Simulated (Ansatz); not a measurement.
Mulliken charges of `[F][SnH]([F])[O]C(F)(F)F` from ωB97M-V/def2-TZVPP in Ansatz (PBE0-D4/def2-TZVP geometry).

```tsv
atom	x (Å)	y (Å)	z (Å)	charge (e)
F1	-2.395	0.394	-0.268	-0.443
Sn2	-0.761	1.274	0.088	1.329
F3	-0.607	1.310	1.971	-0.443
O4	0.682	0.138	-0.601	-0.488
C5	0.878	-1.127	-0.241	0.563
F6	2.079	-1.292	0.309	-0.160
F7	-0.037	-1.540	0.661	-0.182
F8	0.799	-1.945	-1.289	-0.160
H9	-0.637	2.788	-0.631	-0.017
```

By hand: the dipole of these point charges (1 e Å = 4.8032 D).

Σ q r = (0.037, 0.987, -0.433) e Å, of length 1.078 e Å = 5.18 D.

How does the dipole of the full density compare? (Estimate.)

The calculation gave: (-0.016, 0.748, -0.293) e Å, 3.86 D; the point charges give 1.34 times that, at 4° from its direction.

Point charges leave out the atoms' own dipoles, such as those of lone pairs, and Mulliken's split depends on the basis, so the two needn't agree.
